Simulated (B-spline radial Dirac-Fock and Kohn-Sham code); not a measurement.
Run log: Xe

ΔSCF core binding energies without Breit or QED terms, calculated with a radial B-spline solver. Keys: rel is the Hamiltonian (dirac, or spin-free x2c and nr, where L3 and M5 stand for the whole 2p and 3d shells), method is hf or an exchange,correlation pair (spin-unpolarised, also for the hole states), nuc the nuclear model, radius_factor scales its radius, rmax is the box in bohr, h the logarithmic mesh step, order the B-spline order, points the quadrature points per cell, c_factor scales the speed of light, and damp, ndamp, maxit and tol steer the iteration. The run stops when the commutator error falls below 10·tol·max(1, Z/10), or the numerical noise floor, and the energy has settled to about 1e-8 Ha; the virial ratio is −V/T.

Input (task.json):

```json
{"items": [{"Z": 54, "q": 0, "cfg": [[1, 0, 2], [2, 0, 2], [2, 1, 6], [3, 0, 2], [3, 1, 6], [3, 2, 10], [4, 0, 2], [4, 1, 6], [4, 2, 10], [5, 0, 2], [5, 1, 6]], "A": 132, "rrms": 4.7859, "do": "settings", "holes": ["K", "L3", "M5"],
  "settings": [{"rel": "dirac", "method": "hf", "nuc": "gauss", "radius_factor": 1.0, "rmax": 45.0, "h": 0.3, "order": 8, "points": 10, "c_factor": 1.0, "maxit": 60, "damp": 0.5, "ndamp": 3, "tol": 1e-08}]}]}
```

Command: `python xray2_run.py task.json out`

Ground-state iterations:

```
iter   energy (Ha)        error
   1    -7443.38131574  1.84e+00
   2    -7445.76997539  2.41e-01
   3    -7446.83236505  5.01e-02
   4    -7446.89392382  1.78e-02
   5    -7446.89852914  6.58e-03
   6    -7446.89945666  7.87e-04
   7    -7446.89948336  3.16e-04
   8    -7446.89948553  3.75e-05
   9    -7446.89948557  3.76e-06
  10    -7446.89948558  1.01e-06
  11    -7446.89948558  1.75e-07
```

The ground state converged in 11 iterations, with total energy -7446.89949 Ha, virial ratio 1.94128 and highest orbital energy -11.97 eV. ΔSCF binding energies: K (1s) 34686.9 eV, L3 (2p3/2) 4796.0 eV, M5 (3d5/2) 676.7 eV.
